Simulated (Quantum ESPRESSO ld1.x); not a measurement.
Problem. These are the eigenvalues of the occupied orbitals of an atom or ion with whole-number occupations (hartree). All-electron calculation, non-relativistic Kohn-Sham, LDA (Slater exchange, VWN5 correlation), spin-polarised, spherical densities, point nucleus. Program: ld1.x of Quantum ESPRESSO 7.5.

orbital  eigenvalue
1s up    -1125.0868
1s down  -1125.0847
2s up     -176.3208
2s down   -176.2561
2p up     -166.1121
2p down   -166.0615
3s up      -42.1311
3s down    -42.0861
3p up      -37.8674
3p down    -37.8203
3d up      -29.9500
3d down    -29.8900
4s up      -13.8739
4s down    -13.6779
4p up      -12.3263
4p down    -12.1318
4d up       -9.6307

Which element is it, and in what charge state? The configuration may be excited. Open shells, if any, are filled with parallel spins first.

Solution. Z = 52, tellurium, charge +12: Te12+ in [Kr] 4d4. The list shows which subshells hold electrons but not how many an open one holds; the 1s level, -1125.1 hartree, gives Z - s = 47.4 by -(Z - s)^2/2, which with screening narrows Z to a few neighbours, and the depths of the outer levels then fix element, charge and occupations together.
